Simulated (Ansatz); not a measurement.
`OCB(F)[SiH2]Cl` + H₂ → `FB[SiH2]Cl` + CH₃OH  (hydrogenolysis of a B–C bond)

Program: Ansatz. Geometries: PBE0-D4/def2-TZVP. ΔE: electronic, gas phase. CCSD(T)/CBS is the MP2 limit (def2-TZVPP, def2-QZVPP) plus CCSD(T) − MP2 in def2-TZVPP, frozen cores. This one scheme is used for every species. Functionals use def2-TZVPP. Each species was taken in one conformer, which may not be the lowest.

```json
{"level": "ωB97M-V", "ΔE (eV)": "-0.06"}
{"level": "BLYP", "ΔE (eV)": "-0.20"}
```

(1) What does CCSD(T)/CBS give? (An estimate is asked.)

(2) What do rigid-rotor, harmonic-oscillator terms from PBE0-D4/def2-TZVP frequencies (298.15 K, 1 bar) make of the CCSD(T)/CBS value? (Best estimate.)

Largest T1 diagnostic among the species: 0.012.

## Answers

(1) Computed: -0.10 eV. The listed levels differ from it by 0.04, -0.10 eV.

(2) Computed: ΔZPE = +0.20 eV, ΔH = +0.05 eV, ΔS = 51 J/(mol·K), ΔG = -0.10 eV. Modes under 50 cm⁻¹ make the entropy rough.

Leaving LDA and LC-ωPBE aside and taking each functional with its dispersion term where it has one, the values, not all of them listed here, spread over 0.19 eV, from B2PLYP to revPBE-D4. LDA lies +0.19 eV from PBE without D4. From r2SCAN to r2SCAN0 (25 % exact exchange), in def2-TZVPP and without D4, ΔE moves by −0.05 eV. The D4 term adds +0.13 eV with B3LYP and +0.07 eV with PBE0; it sums over pairs of atoms, weighted by their polarisabilities, and B3LYP, whose exchange is more repulsive, gets the larger term.

B3LYP here is the variant with VWN-RPA as its local correlation; programs differ in this.
